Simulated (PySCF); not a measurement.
I, SMILES `[I]` (charge 0, multiplicity 2)

All values below come from PySCF with PBE0-D3(BJ)/def2-TZVP.

```json
{
 "highest_occupied_spin_orbital": "-7.86 eV",
 "dipole_moment": "0.00 D",
 "total_energy": "-297.6932 Ha",
 "cost": "very roughly 1.5 core-seconds"
}
```

Bond lengths (Å): .
Charge 0, spin multiplicity 2.
